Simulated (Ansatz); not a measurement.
Diborane 1,2-di F (B₂H₄F₂). Charge 0, multiplicity 1. Geometry PBE-D4/def2-TZVP, basis def2-TZVP, Ansatz.

```json
{"run": "A", "HOMO (eV)": "-12.65", "LUMO (eV)": "1.87"}
{"run": "B", "HOMO (eV)": "-9.85", "LUMO (eV)": "-0.44"}
{"run": "C", "HOMO (eV)": "-8.21", "LUMO (eV)": "-1.43"}
{"run": "D", "HOMO (eV)": "-12.34", "LUMO (eV)": "1.83"}
{"run": "E", "HOMO (eV)": "-8.60", "LUMO (eV)": "-1.09"}
{"run": "F", "HOMO (eV)": "-12.20", "LUMO (eV)": "1.59"}
```

LC-ωPBE has ω = 0.4 bohr⁻¹. Another isomer (singlet) lies 0.39 eV lower at PBE0-D4/def2-TZVP; other spin states weren't run for this one.

Task: The runs used LC-ωPBE, PBE, PBE0, r2SCAN, ωB97M-V, ωB97X-V. Estimate which is which.

Result: A LC-ωPBE (range-separated); B PBE0 (25 % exact exchange); C PBE (0 % exact exchange); D ωB97X-V (range-separated); E r2SCAN (0 % exact exchange); F ωB97M-V (range-separated). Exact exchange lowers occupied and raises empty levels; among semilocal functionals meta-GGAs tend to open the gap a little, and such runs are hard to tell apart. The gap grows from 6.78 eV (PBE) to 14.53 eV (LC-ωPBE).
